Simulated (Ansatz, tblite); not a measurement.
Forces on the cluster Ga₂O₂ at its PBE-D4/def2-SVP geometry. The state is a singlet with charge 0.

The xTB rows come from tblite. The structure holds 1 bond(s) between oxygen atoms. The restricted singlet is unstable towards broken spin symmetry in Hartree–Fock (as tested in another run); at PBE-D4/def2-TZVP this wasn't settled. Another isomer (singlet) lies 1.65 eV lower at PBE0-D4/def2-TZVP; other spin states weren't run for this one.

GFN1-xTB (tblite), largest force 1.76 eV/Å:

```xyz
4
positions Å, forces eV/Å
Ga   -1.257   -1.320    0.018   -0.143   -0.342    0.065
Ga    0.783    1.623   -0.274    0.273    0.259    0.005
O     0.003    0.081    0.840    0.459   -0.481   -1.629
O     0.472   -0.385   -0.584   -0.589    0.564    1.559
```

GFN2-xTB (tblite), largest force 2.33 eV/Å:

```
Ga 0.340 -0.126 0.154
Ga 0.253 -0.252 0.166
O 0.388 -0.493 -2.242
O -0.981 0.871 1.923
```

PBE-D4/def2-TZVP (Ansatz), largest force 0.14 eV/Å:

```
Ga 0.099 0.073 0.009
Ga -0.032 -0.116 0.027
O 0.005 -0.018 -0.137
O -0.073 0.060 0.101
```
